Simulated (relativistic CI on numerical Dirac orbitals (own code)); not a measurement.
Ru²⁷⁺: sensitivity of the levels to the model

Base calculation: Dirac-Coulomb-Breit CI, separate exchange-only KLI orbitals for each configuration, model QED (radiative potential, 1s self-energy scaled to tabulated hydrogen-like ionisation energies), unscaled Slater integrals.

Configurations in the expansion (outside the closed core [Ne]): 3s2 3p5, 3s 3p6, 3s2 3p4 3d, 3s 3p5 3d, 3p6 3d, 3s 3p4 3d2, 3s2 3p3 3d 4p, 3p6 4s, 3s2 3p4 4s, 3s 3p4 3d 4s, 3p6 4p, 3s2 3p4 4p, 3s2 3p4 4d, 3s 3p5 4s, 3p5 3d 4p, 3s2 3p4 4f, 3s 3p5 4p, 3s 3p5 4d, 3s 3p5 4f, 3s2 3p4 5s, 3s2 3p4 5p, 3s2 3p4 5d, 3s2 3p3 4s 4p, 3s2 3p4 5f, 3s2 3p4 5g, 3s 3p4 4s2, 3s 3p5 5s, 3s 3p5 5p, 3s2 3p3 3d2, 3s2 3p2 3d3, 3s 3p3 3d3, 3s2 3p2 3d2 4s, 3s2 3p2 3d2 4p, 3s2 3p2 3d2 4d, 3p5 3d2, 3p4 3d3, 3p4 3d2 4s, 3p4 3d2 4p, 3p4 3d2 4d, 3s2 3p3 3d 4s, 3s 3p3 3d2 4s, 3s2 3p2 3d 4s2, 3s2 3p2 3d 4s 4p, 3s2 3p2 3d 4s 4d, 3p5 3d 4s, 3p4 3d 4s2, 3p4 3d 4s 4p, 3p4 3d 4s 4d, 3s2 3p3 4s2, 3s 3p3 3d 4s2, 3s2 3p2 4s2 4p, 3s2 3p2 4s2 4d, 3s2 3p3 4p2, 3s2 3p2 3d 4p2, 3s 3p3 3d 4p2, 3s2 3p2 4s 4p2, 3s2 3p2 4p3, 3s2 3p2 4p2 4d. Double excitations out of closed p, d and f shells are left out; levels of such configurations are missing from the list, as are those of other unlisted configurations, and high levels can miss mixing partners. These lack a partner that the ground configuration has and come out too high: 3s2 3p4 4f, 3s 3p5 4p, 3s 3p5 4d, 3s 3p5 4f, 3s2 3p4 5s.

The lowest level and the first level of each name with at least 55 % of one term (blank where a level has no safe partner in the second run):

```tsv
Level	Base (cm⁻¹)	Shift (cm⁻¹)
3s2 3p5 2P°_3/2	0	0
3s2 3p5 2P°_1/2	234214	+2403
3s 3p6 2S_1/2	871300	-15487
3s2 3p4 3d 4D_5/2	953391	-17368
3s2 3p4 3d 4D_7/2	978558	-18380
3s2 3p4 3d 4F_9/2	1026947	-20296
3s2 3p4 3d 4P_1/2	1102467	-11429
3s2 3p4 3d 4D_1/2	1144438	-14620
3s2 3p4 3d 2G_9/2	1283545	-17269
3s 3p5 3d 4P°_1/2	1786228	
3s 3p5 3d 4P°_3/2	1807975	
3s 3p5 3d 4F°_9/2	1889540	
3s2 3p3 3d2 6F°_9/2	1999124	
3s2 3p3 3d2 6F°_11/2	2014253	
3s2 3p3 3d2 4P°_1/2	2063161
```

At this charge energies of transitions that change n are usually good to better than 1 %, and those within a shell (Δn = 0) to a few per cent.

Question: One thing was changed in a second run, which moved the levels as shown. Which?
A. QED terms removed
B. Breit term removed
C. only the first 3 configurations

Answer: C. Only the first 3 configurations. With fewer configurations the levels that remain lose their mixing partners.

LS names give the leading component of a level, which can be under half, so a name can repeat, a term be missing and a line seem to break the LS rules.
